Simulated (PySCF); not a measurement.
Compounds:

A. SMILES C=C[C@@H]1C=C[C@H]1NC=O
B. SMILES F[C@@H]1C[C@]1(F)OC(F)(F)F
C. `c1ccn([C@@H]2CCO2)c1`

Spectrum 1. 1H NMR (500 MHz, computed): δ 8.20 (d, 1H), 6.52 (m, 1H), 6.37 (m, 1H), 6.10 (m, 1H), 5.49 (m, 1H), 5.33 (m, 1H), 5.21 (m, 1H), 4.54 (br, 1H), 2.95 (m, 1H). 13C{1H} NMR (computed): δ 159.5 (CH), 152.5 (CH), 148.0 (CH), 147.4 (CH), 122.4 (CH2), 63.7 (CH), 54.7 (CH).

Spectrum 2. 1H NMR (500 MHz, computed): δ 6.90 (m, 2H), 6.46 (m, 2H), 6.00 (m, 1H), 4.80 (m, 1H), 4.78 (m, 1H), 3.16 (m, 1H), 2.85 (m, 1H). 13C{1H} NMR (computed): δ 121.4 (CH), 115.3 (CH), 90.9 (CH), 67.5 (CH2), 36.0 (CH2).

Spectrum 3. 1H NMR (500 MHz, computed): δ 4.94 (m, 1H), 1.72 (m, 1H), 1.65 (m, 1H). 13C{1H} NMR (computed): δ 131.3 (C), 103.3 (C), 76.0 (CH), 20.8 (CH2).

How the numbers were obtained: geometry from GFN2-xTB, NMR shieldings at PBE0/pcSseg-1/GIAO, in PySCF 2.14.0 with density-fitted response routines (relativity neglected, fast rotation and ring inversion assumed for equivalent nuclei, no solvent model, one conformer).

δ = σ(ref) − σ, references computed at the same level: 1H and 13C vs TMS. Splittings of carbon signals by F and P are missing where no couplings were computed. Where no couplings were computed, multiplicities follow the n + 1 count of equivalent neighbours, and m marks all less simple cases (inequivalent or close neighbours, rings, F or P nearby). Acid and N–H amide carbonyl carbons lie up to 10 ppm further downfield in solution (hydrogen bonding). Shifts are as computed. Against solution values, carbons near 30 ppm lie about +3 ppm off and those near 130 ppm about +5 ppm. Of 1211 compounds with measured shifts, 218 miss one by over three times the rms of a fit or turn the order of signals round; such compounds aren't used in these exercises. OH and NH positions are gas-phase values without hydrogen bonding to other molecules.

Match each spectrum to its structure.

## Answers

1–A, 2–C, 3–B.

- Spectrum 1 (A): 7 13C signals; δC 159.5 is an amide carbonyl carbon; δC 152.5 is an alkene CH.
- Spectrum 2 (C): 5 13C signals; δC 90.9 is an sp3 CH bonded to N and O; δC 67.5 is an sp3 CH2 bonded to O.
- Spectrum 3 (B): 4 13C signals; δC 131.3 is a CF3 carbon; δC 103.3 is a three-membered-ring carbon.
